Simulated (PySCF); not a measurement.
Level of theory: PySCF, B3LYP, basis Se def2-SVP, O def2-SVP, H def2-SVP (no relativity, density fitting).

```xyz
6
charge 0 multiplicity 1, angstrom
Se    0.1153   -0.0408   -0.2827
O     1.3196   -0.0894    0.7988
O    -0.7403    1.4938    0.1117
O    -1.0781   -1.2230    0.3656
H    -0.4555    1.7516    1.0088
H    -0.8442   -1.3741    1.3008
```

SeO(OH)₂ (singlet), along the line from Se1 (at 0) through O2 (at 1.619 Å).

Task: Tabulate the fields along this line at -0.57, -0.40, -0.24, -0.08, 0.16, 0.32, 0.49, 0.65, 0.81, 0.97, 1.13, 1.30, 1.46, 1.70, 1.86, 2.02, 2.19, 2.35, 2.51 Å.

Result: 
```json
{"distance (Å)": "-0.57", "electron density (e/Å³)": "2.99", "electron localisation function": "0.21", "electrostatic potential (V)": "72.6"}
{"distance (Å)": "-0.40", "electron density (e/Å³)": "16", "electron localisation function": "0.635", "electrostatic potential (V)": "157"}
{"distance (Å)": "-0.24", "electron density (e/Å³)": "83.7", "electron localisation function": "0.708", "electrostatic potential (V)": "501"}
{"distance (Å)": "-0.08", "electron density (e/Å³)": "1120", "electron localisation function": "0.791", "electrostatic potential (V)": "3420"}
{"distance (Å)": "0.16", "electron density (e/Å³)": "151", "electron localisation function": "0.253", "electrostatic potential (V)": "1120"}
{"distance (Å)": "0.32", "electron density (e/Å³)": "39.8", "electron localisation function": "0.773", "electrostatic potential (V)": "263"}
{"distance (Å)": "0.49", "electron density (e/Å³)": "6.51", "electron localisation function": "0.359", "electrostatic potential (V)": "105"}
{"distance (Å)": "0.65", "electron density (e/Å³)": "1.9", "electron localisation function": "0.149", "electrostatic potential (V)": "53.9"}
{"distance (Å)": "0.81", "electron density (e/Å³)": "1.62", "electron localisation function": "0.52", "electrostatic potential (V)": "32.1"}
{"distance (Å)": "0.97", "electron density (e/Å³)": "2.1", "electron localisation function": "0.745", "electrostatic potential (V)": "27.4"}
{"distance (Å)": "1.13", "electron density (e/Å³)": "3.21", "electron localisation function": "0.719", "electrostatic potential (V)": "43.8"}
{"distance (Å)": "1.30", "electron density (e/Å³)": "5.13", "electron localisation function": "0.313", "electrostatic potential (V)": "108"}
{"distance (Å)": "1.46", "electron density (e/Å³)": "22.8", "electron localisation function": "0.3", "electrostatic potential (V)": "362"}
{"distance (Å)": "1.70", "electron density (e/Å³)": "189", "electron localisation function": "0.991", "electrostatic potential (V)": "956"}
{"distance (Å)": "1.86", "electron density (e/Å³)": "7.83", "electron localisation function": "0.128", "electrostatic potential (V)": "181"}
{"distance (Å)": "2.02", "electron density (e/Å³)": "4.17", "electron localisation function": "0.735", "electrostatic potential (V)": "57.7"}
{"distance (Å)": "2.19", "electron density (e/Å³)": "2.03", "electron localisation function": "0.853", "electrostatic potential (V)": "19"}
{"distance (Å)": "2.35", "electron density (e/Å³)": "0.915", "electron localisation function": "0.826", "electrostatic potential (V)": "5.42"}
{"distance (Å)": "2.51", "electron density (e/Å³)": "0.389", "electron localisation function": "0.723", "electrostatic potential (V)": "0.545"}
```

On a grid of 0.08 Å the density has a local minimum along the bond near 0.73 Å from Se, at 1.61 e/Å³, where the ELF is 0.29.
